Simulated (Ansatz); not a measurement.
## Appearance energy of a fragment ion: C2H7NZn → ZnH+ + C2H6N + e⁻

Species: C2H7NZn `C[N](C)[ZnH]`, singlet; ZnH+, singlet; C2H6N `C[N]C`, doublet. 

Shapes, held fixed at every level: PBE0-D4/def2-TZVP. Programs: Ansatz 0.2.0. Electronic energies: no zero-point or thermal term.

Q: Estimate ΔE of this reaction.

A: wB97X-V/def2-TZVPP gives ΔE = +10.87 eV; the levels span +8.89 to +11.65. The median of the levels is +10.78. No measured value is set beside it here. Open shells run unrestricted. Relativity is left out for Zn. The onset seen in experiment also holds zero-point changes and kinetic shifts. Times are processor times on shared x86 and Arm servers, and rough.

```tsv
level	kind	ΔE (eV)	CPU time (sum over the molecules)
HF/def2-SVP	Hartree–Fock	+8.96	–
HF/def2-TZVPP	Hartree–Fock	+8.89	–
SPW92/def2-TZVPP	LDA	+11.65	7.6 s
PBE-D4/def2-TZVPP	GGA	+10.90	15 s
BHLYP-D4/def2-TZVPP	global hybrid	+10.54	17 s
r2SCAN0-D4/def2-TZVPP	global hybrid	+10.75	24 s
wB97M-V/def2-TZVPP	range-separated hybrid	+10.82	57 s
wB97X-V/def2-TZVPP	range-separated hybrid	+10.87	42 s
```
